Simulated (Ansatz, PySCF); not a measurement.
Gas-phase reaction (SMILES): O[Si](Cl)(Cl)Cl [trichloro(hydroxy)silane] + F (HF) → F[Si](Cl)(Cl)Cl [trichloro(fluoro)silane] + O (H2O); hydrogen fluoride cleaves one Si-O bond, a model of a ligand-exchange step.

Structures are relaxed separately at B3LYP-D3(BJ)/def2-TZVP in Ansatz (a first-principles code), one conformer each, not searched for the lowest. Cores are frozen in the correlated levels unless marked. No spin-orbit coupling. Non-relativistic. Basis-set limits of correlation are two-point, X^-3; Hartree-Fock from the larger set. Thermal terms are rigid-rotor harmonic-oscillator values from B3LYP-D3(BJ) frequencies (Ansatz or PySCF) at 298.15 K and 1 atm. 1 Eh = 627.5095 kcal/mol.

```json
[
 {"species": "O[Si](Cl)(Cl)Cl", "E, CCSD(T)/CBS(cc-pV(T+d)Z,cc-pV(Q+d)Z) (Ansatz) (Eh)": "-1744.39215", "E, PBE/def2-TZVPD (Ansatz) (Eh)": "-1745.43276", "H - E (Eh)": "0.02725", "G - E (Eh)": "-0.01279"},
 {"species": "F (HF)", "E, CCSD(T)/CBS(cc-pV(T+d)Z,cc-pV(Q+d)Z) (Ansatz) (Eh)": "-100.39146", "E, PBE/def2-TZVPD (Ansatz) (Eh)": "-100.39521", "H - E (Eh)": "0.01259", "G - E (Eh)": "-0.00713"},
 {"species": "F[Si](Cl)(Cl)Cl", "E, CCSD(T)/CBS(cc-pV(T+d)Z,cc-pV(Q+d)Z) (Ansatz) (Eh)": "-1768.42162", "E, PBE/def2-TZVPD (Ansatz) (Eh)": "-1769.45997", "H - E (Eh)": "0.01555", "G - E (Eh)": "-0.02216"},
 {"species": "O (H2O)", "E, CCSD(T)/CBS(cc-pV(T+d)Z,cc-pV(Q+d)Z) (Ansatz) (Eh)": "-76.37426", "E, PBE/def2-TZVPD (Ansatz) (Eh)": "-76.38111", "H - E (Eh)": "0.02495", "G - E (Eh)": "0.00353"}
]
```

Question: Work out ΔE and ΔH, ΔG, ΔS and the equilibrium constant at 298.15 K at the first level, then ΔH at the second.

Answer: 
1. ΔE = [(-1768.42162) + (-76.37426)] - [(-1744.39215) + (-100.39146)] = -0.01227 Eh = -7.7 kcal/mol at CCSD(T)/CBS(cc-pV(T+d)Z,cc-pV(Q+d)Z).
2. The terms H - E add up to 0.00066 Eh, so ΔH = (-0.01227 + (0.00066))×627.5095 = -7.3 kcal/mol.
3. The terms G - E add up to 0.00129 Eh, so ΔG = -6.9 kcal/mol, and ΔS = (0.00066 - (0.00129))×627509.5/298.15 = -1.3 cal/(mol K).
4. log10 K = -ΔG/(RT ln 10) = 5.1, with RT ln 10 = 1.3642 kcal/mol.
5. At PBE/def2-TZVPD the same steps give ΔE = -8.2 and ΔH = -7.8 kcal/mol, a shift of -0.5 from the first level.
6. These values are not checked against measurement here, since the tables used lack a sound gas-phase enthalpy of formation for at least one species.
